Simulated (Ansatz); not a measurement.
One change: `CC(C)[NH][AlH2]` becomes `CC(C)BS`.

Ansatz, PBE0-D4/def2-TZVP geometries, multiplicity 1. Each molecule was computed in one conformer, which needn't be the lowest.

```tsv
property	`CC(C)[NH][AlH2]`
LUMO energy (ωB97M-V/def2-TZVPP) / eV	0.91
HOMO–LUMO gap (PBE0/def2-TZVPP) / eV	6.23
LUMO energy (PBE0/def2-TZVPP) / eV	-0.67
size of the dipole moment (B3LYP/def2-TZVPP) / D	1.23
HOMO energy (PBE/def2-TZVPP) / eV	-5.66
HOMO–LUMO gap (PBE/def2-TZVPP) / eV	4.24
```

Question: What does the change do to each property? (An estimate is asked.)

Answer: The calculation gave: 
| property | `CC(C)BS` | shift |
| --- | --- | --- |
| LUMO energy (ωB97M-V/def2-TZVPP) / eV | 1.16 | 0.25 |
| HOMO–LUMO gap (PBE0/def2-TZVPP) / eV | 7.33 | 1.10 |
| LUMO energy (PBE0/def2-TZVPP) / eV | -0.80 | -0.13 |
| size of the dipole moment (B3LYP/def2-TZVPP) / D | 1.26 | 0.03 |
| HOMO energy (PBE/def2-TZVPP) / eV | -6.97 | -1.31 |
| HOMO–LUMO gap (PBE/def2-TZVPP) / eV | 5.21 | 0.97 |

With PBE0 the HOMO falls by 1.23 eV and the LUMO falls by 0.13 eV, so the gap widens by about 1.10 eV. PBE moves the HOMO by -1.31 eV and ωB97M-V by -1.11 eV. The zero-point energy changes by -20.4 kJ/mol with -3 modes. Dipoles are sizes alone; their direction can turn.

B3LYP here is the variant with VWN-RPA as its local correlation; programs differ in this.
